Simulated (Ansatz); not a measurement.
Energy profile

The step: SiH₂Cl₂O ([OH][SiH]([Cl])[Cl]) + H₂ → SiH₂Cl₂ ([Cl][SiH2][Cl]) + H₂O; bonds formed: Si1–H7, O2–H6; bonds broken: Si1–O2, H6–H7 (atoms numbered as in the saddle structure below).

```
8
angstrom
Si -0.3419 -0.1841 -0.3998
O 1.0611 0.7329 0.3364
Cl -0.0449 -1.8796 -1.5351
Cl -2.1585 0.0586 0.5551
H -0.5096 0.7992 -1.4925
H 0.8152 -0.1474 1.0439
H 0.2003 -1.0499 0.9358
H 0.9783 1.6701 0.5563
```

Electronic energies by CCSD(T) at an estimated basis limit (MP2 extrapolated from triple and quadruple zeta, plus CCSD(T) − MP2 in triple zeta), on PBE0-D4/def2-TZVP structures; SiH$_{4}$Cl$_{2}$O, closed shell; no counterpoise correction. Ansatz 0.2.0; basis: def2-TZVPP and def2-QZVPP; cores frozen in the correlated methods. Extrapolation: Hartree–Fock as exp(−7.88 √X), correlation as X^−2.97.

Q: Give the profile in kJ/mol, counted from the separated reactants. (To be estimated.)

A: The calculation gives:
```csv
point,kJ/mol
"separated: SiH$_{2}$Cl$_{2}$O (linked as [OH][SiH]([Cl])[Cl]; Si1, O2, Cl3, Cl4, H5, H8; singlet) + H$_{2}$ (H6, H7; singlet)",0.0
start structure,-4.3
saddle,243.2
end structure,75.1
"separated: SiH$_{2}$Cl$_{2}$ (linked as [Cl][SiH2][Cl]; Si1, Cl3, Cl4, H5, H7; singlet) + H$_{2}$O (O2, H6, H8; singlet)",89.7
```

T1 diagnostic: at most 0.011.

For scale, one of the runs: CCSD(T)/def2-TZVPP, 213 basis functions, launched by `ansatz run in.yaml --threads 4 --pin off --events-out ev --progress --plain --max-ram 9574MiB`. Hardware: 4 CPU threads of an Arm Neoverse V2, shared host. Wall time 54 s; peak host memory 2.8 GiB.
